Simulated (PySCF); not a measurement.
Rigid-rotor lines calculated for a species of formula C2H7B2P (commonest isotopes; PBE0-D3(BJ)/def2-SVP geometry optimisation, gas phase (PySCF 2.14.0)), labelled J(Ka,Kc):

```csv
transition,MHz
"2(1,2) ← 1(1,1)",8157.9
"2(0,2) ← 1(0,1)",8505.5
"1(0,1) ← 0(0,0)",4264.4
"2(1,1) ← 1(1,0)",8899.6
"1(1,1) ← 0(0,0)",8522.0
```

**Question.** Find the rotational constants.

**Answer.** 1(0,1) ← 0(0,0) is B + C, 2(1,1) ← 1(1,0) is 3B + C and 2(1,2) ← 1(1,1) is B + 3C, so B − C is half the difference of the last two, 370.9 MHz. 1(1,1) ← 0(0,0) is A + C. A = 6575.2, B = 2317.6, C = 1946.8 MHz.

**Question.** What moments of inertia, asymmetry and inertial defect follow?

**Answer.** I = 505379 MHz·u·Å² over each constant: Ia = 76.86, Ib = 218.06, Ic = 259.60 u·Å²; κ = (2B − A − C)/(A − C) = -0.840 (asymmetric top); Δ = Ic − Ia − Ib = -35.32 u·Å².

**Question.** Which dipole components do these lines need?

**Answer.** μa and μb (a-type: ΔKa even, ΔKc odd; b-type: both odd). The calculation gives |μa| = 3.99 D, |μb| = 1.56 D, |μc| = 1.75 D.

**Question.** Where do these fall, and of which type are they? 2(0,2) ← 1(1,1); 2(2,1) ← 2(1,1); 2(2,0) ← 1(1,0); 1(1,0) ← 0(0,0); 2(2,1) ← 1(1,1); 2(2,1) ← 1(1,0); 2(2,0) ← 2(1,1); 1(1,0) ← 1(0,1).

**Answer.** 
```csv
transition,MHz,type,branch
"2(0,2) ← 1(1,1)",4248,b,R
"1(1,0) ← 1(0,1)",4628,b,Q
"1(1,0) ← 0(0,0)",8893,c,R
"2(2,1) ← 2(1,1)",12773,c,Q
"2(2,0) ← 2(1,1)",12796,b,Q
"2(2,1) ← 1(1,0)",21672,b,R
"2(2,0) ← 1(1,0)",21696,c,R
"2(2,1) ← 1(1,1)",22043,c,R
```

**Question.** Which structure gave them?

**Answer.** `[BH2-](C#C)[PH2+]B`, point group C1. Three constants can't fix a structure by themselves; this is the one that was computed:
```xyz
12
C2H7B2P angstrom
B     -1.871    1.037    0.259
P     -0.823   -0.458   -0.265
B      0.855   -0.533    0.823
C      1.645    0.739    0.399
C      2.227    1.747    0.038
H     -2.666    0.891    1.150
H     -1.648    2.108   -0.235
H     -1.621   -1.620   -0.147
H     -0.582   -0.380   -1.656
H      1.324   -1.602    0.465
H      0.442   -0.550    1.971
H      2.762    2.628   -0.266
```

The values belong to one conformer (point group C1) with, in the numbering `[BH2:1][PH2+:2][BH2-:3][C:4]#[CH:5]`, H–B1–P2–B3 -89° and 85°, B1–P2–B3–C4 -66°. No frequency check. Constants of a rigid frame at the computed geometry: no zero-point averaging, no centrifugal distortion. Quadrupole hyperfine structure (11B) is left out.

Time: 29 s wall; peak memory 0.45 GiB. Hardware: one thread of an Arm Neoverse V1, on a shared host. This is the geometry optimisation.
